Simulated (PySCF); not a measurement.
Compound: C7H9FO.
Cartesian coordinates in Å at the PBE0-D3(BJ)/def2-SVP level; atoms count from 1:
```
atom  x, y, z in Å
C1     2.6978   -0.3880    0.5078
C2     1.4106   -0.0576    0.5982
C3     0.6208    0.5765   -0.5110
C4    -0.3321   -0.4016   -1.2013
C5    -1.3916   -0.9114   -0.2294
C6    -1.8772    0.2412    0.5712
F7    -3.0155    0.0529    1.2551
C8    -1.2573    1.4261    0.6230
O9    -0.0915    1.7034   -0.0067
H10    3.2770   -0.1915   -0.4009
H11    3.2255   -0.8666    1.3366
H12    0.8566   -0.2546    1.5234
H13    1.3151    0.9905   -1.2573
H14    0.2490   -1.2291   -1.6328
H15   -0.8195    0.1323   -2.0329
H16   -0.9921   -1.7054    0.4272
H17   -2.2397   -1.3591   -0.7733
H18   -1.6622    2.2693    1.1860
```

The closed-shell ground state was solved at several levels (PySCF, density fitting, gas phase, non-relativistic).

| level | basis functions | total energy (Eh) | HOMO (eV) | LUMO (eV) | gap (eV) | dipole (D) |
| --- | --- | --- | --- | --- | --- | --- |
| CAM-B3LYP/def2-SVPD | 258 | -446.6665 | -7.65 | 0.95 | 8.60 | 2.28 |
| wB97X-D/pcSseg-1 | 198 | -446.9764 | -8.08 | 1.72 | 9.80 | 2.29 |

Q: What might PBE0/pcSseg-1 (198 basis functions) give for the same quantities?

A: Total energy -446.6220 Eh, HOMO -6.22 eV, LUMO -0.10 eV, gap 6.12 eV, dipole 2.24 D.

Q: Over all these levels, which gives the widest orbital gap and which the narrowest?

A: wB97X-D/pcSseg-1 (range-separated hybrid) has the widest, 9.80 eV, and PBE0/pcSseg-1 (global hybrid, 25 % exact exchange) the narrowest, 6.12 eV. The two share the basis. From the narrowest to the widest the HOMO moves by -1.86 eV and the LUMO by +1.82 eV.

Q: How far do the dipole and the HOMO energy spread over the levels?

A: The dipole runs from 2.24 to 2.29 D (mean 2.27 D) and the HOMO from -8.08 to -6.22 eV.

One conformer stands for the species.

Note: wB97X-D ran without an empirical dispersion term, which enters the total energy and its gradient alone.
